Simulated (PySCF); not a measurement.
Positional isomers: propene formyl. Gas-phase values, no solvent. One relaxed conformer stands for each flexible species; it need not be the lowest. Strings in code marks are SMILES.

The numbers are results of B3LYP-D3(BJ)/def2-TZVP run with PySCF, not measurements. B3LYP has the VWN-RPA correlation part, as in Gaussian. Delta-SCF ions had no search for a lower state. Excitations are Tamm–Dancoff values on a coarser integration grid. The basis has no diffuse functions, so Rydberg states are missing or too high.

| species | S1 oscillator strength | S1–T1 gap (TDA) (eV) | T1 excitation (TDA) (eV) | brightest of the four lowest singlets (TDA) (eV) | vertical ionisation energy (Delta-SCF) (eV) |
|---|---|---|---|---|---|
| `C=C(C)C=O` (C–C–C–O torsion 180°) | 0.000 | 0.53 | 3.20 | 6.27 | 9.79 |
| `C(CC=C)=O` (C–C–C–C torsion -120°, C–C–C–O torsion 131°) | 0.003 | 0.62 | 3.63 | 6.22 | 9.38 |
| `C/C=C/C=O` (C–C–C–O torsion 0°) | 0.000 | 0.49 | 3.06 | 5.96 | 9.60 |
| `C/C=C\C=O` (C–C–C–O torsion 1°) | 0.000 | 0.49 | 2.95 | 5.96 | 9.50 |
